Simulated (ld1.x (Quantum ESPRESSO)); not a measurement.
Values are calculated unless marked as measured or tabulated.
## Potentials for O (Z = 8) compared

Generated with ld1.x 7.5 (TM, RRKJ, ultrasoft, PAW), atompaw 4.2 or ONCVPSP 4.0.1. The cutoff is in Ry: for ld1.x and atompaw files where the sum of valence levels is converged to 10 mRy in a Bessel basis, for ONCV files where the hardest occupied wave has 1 mHa per electron of residual kinetic energy. The error is the largest all-electron minus pseudo excitation energy over each file’s own four to seven test configurations (ionisations up to +4, promotions, holes and added fractions of an electron), all of which were solved. The labels leave out finer settings (local radius, basis sizes, second energies), which also bear on the numbers. Spin-polarised tests are not counted. The rows are a selection from randomly drawn settings: files with unsolved tests, undetermined cutoffs or missed reference levels are left out.

```csv
potential,cutoff (Ry),largest error (meV),bound ghosts
"PAW, PBE, scalar-relativistic, rc 1.00/0.94/1.25 (spd), local smoothed, core correction yes, reference 2s2 2p2.5",80,+8.0,none
"ultrasoft, PBEsol, scalar-relativistic, rc 1.00/1.15 (sp), local smoothed, core correction yes, reference 2s2 2p4",50,+138,none
```

**Question.** Fill in the row for O: RRKJ, PBEsol, scalar-relativistic, rc 1.10/2.54 (sp), local s, core correction yes, reference 2s2 2p3.

**Answer.** cutoff 50 Ry, largest error +12487 meV, bound ghosts: none.

**Question.** Fill in the row for O: TM, PW91, non-relativistic, rc 0.95/1.05/0.85 (spd), local s, core correction yes, reference 2s2 2p4.

**Answer.** cutoff 110 Ry, largest error +764 meV, bound ghosts: none.

**Question.** Fill in the row for O: TM, Wu–Cohen, fully relativistic, rc 0.70/2.20/1.75 (spd), local p, core correction yes, reference 2s1 2p5.

**Answer.** cutoff 70 Ry, largest error +4105 meV, bound ghosts: none.
